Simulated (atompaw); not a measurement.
## u(r) = r·R(r): atom against pseudo-atom (F (Z = 9))

Columns: radius, all-electron u(r) and pseudo u(r) of the 2s shell (level -47.18 eV) of fluorine in the configuration [He] 2s2 2p4; PBEsol, scalar-relativistic, PAW (atompaw) scheme, atompaw 4.2.0.5.

| r (bohr) | all-electron | pseudo |
| --- | --- | --- |
| 0.031 | -0.2957 | 0.0120 |
| 0.062 | -0.4353 | 0.0264 |
| 0.092 | -0.4689 | 0.0444 |
| 0.123 | -0.4333 | 0.0692 |
| 0.154 | -0.3514 | 0.1016 |
| 0.185 | -0.2413 | 0.1425 |
| 0.215 | -0.1203 | 0.1905 |
| 0.246 | 0.0107 | 0.2486 |
| 0.277 | 0.1414 | 0.3143 |
| 0.308 | 0.2675 | 0.3863 |
| 0.338 | 0.3823 | 0.4601 |
| 0.369 | 0.4919 | 0.5385 |
| 0.400 | 0.5912 | 0.6166 |
| 0.431 | 0.6797 | 0.6919 |
| 0.462 | 0.7575 | 0.7624 |
| 0.492 | 0.8227 | 0.8243 |
| 0.523 | 0.8800 | 0.8803 |
| 0.554 | 0.9277 | 0.9278 |
| 0.585 | 0.9665 | 0.9665 |
| 0.615 | 0.9962 | 0.9962 |
| 0.646 | 1.0194 | 1.0194 |
| 0.677 | 1.0357 | 1.0357 |
| 0.708 | 1.0460 | 1.0460 |
| 0.738 | 1.0506 | 1.0506 |
| 0.769 | 1.0507 | 1.0507 |
| 0.800 | 1.0463 | 1.0463 |

Problem. How many radial nodes do the two functions have?

Solution. The all-electron 2s function has n − l − 1 = 1; the pseudo-wave has 0, since the states of the same l below it are removed with the core.

Problem. At about which radius was the pseudo-wave matched?

Solution. 0.60 bohr. The columns agree to 0.0005 from 0.52 bohr on; several derivatives are matched, so the curves merge somewhat inside the radius.

Problem. Is the pseudo-wave norm-conserving?

Solution. No, it belongs to a PAW set: the norm inside the radius is not constrained, and the difference is carried by the augmentation charge.
